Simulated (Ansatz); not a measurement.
Stepwise reaction of `F[SiH](Cl)[GeH2][Cl]` with hydrogen, as a gas-phase model of exchange steps in deposition or etching. ΔE in kJ/mol.

Calculated with Ansatz (gas phase, PBE0-D4/def2-TZVP geometries, no zero-point term in ΔE). CCSD(T)/CBS adds triple-zeta CCSD(T) − MP2 to the extrapolated MP2 energy (def2 sets, frozen cores). This one scheme is used for every species. DFT in def2-TZVPP. B3LYP here is the variant with VWN-RPA as its local correlation; programs differ in this. For Ge outer-core shells are correlated without core-valence functions, which leaves a few kJ/mol of doubt a bond. Scalar relativity is left out up to krypton. One conformer a species, not always the lowest.

```
step                                         reaction  PBE-D4  B3LYP-D4  ωB97M-V  CCSD(T)/CBS
   2  `F[SiH](Cl)[GeH3]` + H₂ → `F[SiH2][GeH3]` + HCl    88.0      86.1     87.9         86.3
```

**Question.** Give the row of step 1, `F[SiH](Cl)[GeH2][Cl]` + H₂ → `F[SiH](Cl)[GeH3]` + HCl. (Best estimate.)

**Answer.** Ansatz gave: 
```
step                                                reaction  PBE-D4  B3LYP-D4  ωB97M-V  CCSD(T)/CBS
   1  `F[SiH](Cl)[GeH2][Cl]` + H₂ → `F[SiH](Cl)[GeH3]` + HCl    48.6      50.4     47.4         45.7
```

**Question.** By hand: ΔE of the 2 steps together at CCSD(T)/CBS.

**Answer.** (45.7) + (86.3) = 132.0 kJ/mol, or 66.0 kJ/mol a step.

In ΔE each step is higher than the one before. All are uphill at CCSD(T)/CBS. PBE-D4 differs from CCSD(T)/CBS by 1.7 to 2.9 kJ/mol a step. Only this route is followed, and other bonds may react first. Isolated molecules leave out the surface, adducts and barriers. Largest T1 diagnostic: 0.012.
